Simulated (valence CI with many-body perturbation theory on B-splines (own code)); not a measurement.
# Level structure of Mo XII

Calculated by relativistic CI+MBPT: three valence electrons over a frozen Dirac-Fock core [Ar] 3d10, a basis of 11 s, 11 p, 9 d, 7 f, 5 g, 2 h, 1 i functions for each j, with the one-electron correlation potential Σ1, the two-electron term Σ2, the three-electron term Σ3, Breit, model QED; selected CI, second order for the rest, scaled by the run's own slope (own B-spline code, finite nucleus).

No measured spectrum was set against this ion. As an estimate, levels hold to about 250 cm⁻¹ or 0.2 % of their energy and the worst to 1 %, as in measured heavy ions of charge 2 to 7; those with d or f electrons hold less well.

Levels 46 to 68 of 68, with energies above the lowest level, 4s2 4p 2P°_1/2. "Leading %" is the weight of the configuration and term that name the level; weights of strongly mixed levels are sums over their largest components and can fall short. In the jj column 3d3/2^4 stands for four electrons in 3d with j = 3/2.

```tsv
No.	Configuration	Term	J	E (cm⁻¹)	Leading %	Leading jj	g	Second component
46	4p2 4d	2F	5/2	855610	51	4p1/2 4p3/2 4d3/2 (83 %)	0.932	42 % 4p2 4d 4F
47	4s2 5p	2P°	1/2	859240	96	4s^2 5p1/2 (96 %)	0.666	
48	4p2 4d	2F	7/2	862270	49	4p1/2 4p3/2 4d3/2 (65 %)	1.146	27 % 4p2 4d 4F
49	4p2 4d	4F	7/2	864760	54	4p1/2 4p3/2 4d5/2 (91 %)	1.271	26 % 4p2 4d 4D
50	4p2 4d	2P	3/2	867160	44	4p1/2 4p3/2 4d3/2 (76 %)	1.151	39 % 4p2 4d 4D
51	4p2 4d	4D	1/2	868490	85	4p1/2 4p3/2 4d3/2 (96 %)	0.099	13 % 4p2 4d 2P
52	4s2 5p	2P°	3/2	869910	96	4s^2 5p3/2 (96 %)	1.334	
53	4p2 4d	4F	9/2	871630	68	4p1/2 4p3/2 4d5/2 (80 %)	1.267	26 % 4p2 4d 2G
54	4p2 4d	4D	5/2	878510	69	4p1/2 4p3/2 4d5/2 (54 %)	1.290	12 % 4p2 4d 4F
55	4p2 4d	2P	3/2	879800	45	4p1/2 4p3/2 4d5/2 (73 %)	1.249	45 % 4p2 4d 4D
56	4p2 4d	2G	7/2	887140	62	4p3/2^2 4d3/2 (34 %)	1.000	11 % 4p2 4d 4D
57	4p2 4d	4D	7/2	894630	56	4p3/2^2 4d5/2 (87 %)	1.285	25 % 4p2 4d 2F
58	4p2 4d	2P	1/2	897470	77	4p3/2^2 4d5/2 (58 %)	0.706	12 % 4p2 4d 4D
59	4p2 4d	2G	9/2	899320	60	4p3/2^2 4d5/2 (77 %)	1.176	28 % 4p2 4d 4F
60	4p2 4d	4P	5/2	905800	55	4p1/2 4p3/2 4d5/2 (73 %)	1.421	37 % 4p2 4d 2D
61	4p2 4d	4P	3/2	909280	44	4p1/2 4p3/2 4d3/2 (68 %)	1.296	30 % 4p2 4d 2D
62	4p2 4d	4P	1/2	916940	79	4p1/2 4p3/2 4d3/2 (59 %)	2.343	10 % 4p2 4d 2P
63	4p2 4d	2D	5/2	918100	46	4p1/2 4p3/2 4d3/2 (24 %)	1.258	24 % 4p2 4d 4P
64	4p2 4d	2D	3/2	923360	45	4p3/2^2 4d3/2 (74 %)	1.237	44 % 4p2 4d 4P
65	4p2 4d	2D	3/2	930120	85	4p1/2 4p3/2 4d5/2 (54 %)	0.836	4 % 4p2 4d 2P
66	4p2 4d	2F	5/2	930860	50	4p3/2^2 4d3/2 (34 %)	0.996	17 % 4s 4p 4f 2F
67	4p2 4d	2P	1/2	936810	68	4p1/2 4p3/2 4d5/2 (76 %)	0.948	18 % 4p2 4d 2S
68	4p2 4d	2F	7/2	937800	65	4p3/2^2 4d3/2 (38 %)	1.136	26 % 4s 4p 4f 2F
```

Names give the largest LS component (configuration and term), which can be under half, so a name can repeat, a term be missing and a line seem to break the LS rules; names also repeat where a configuration has a term twice.

Where two levels of one J and parity lie close, their mixing, g and order are uncertain.
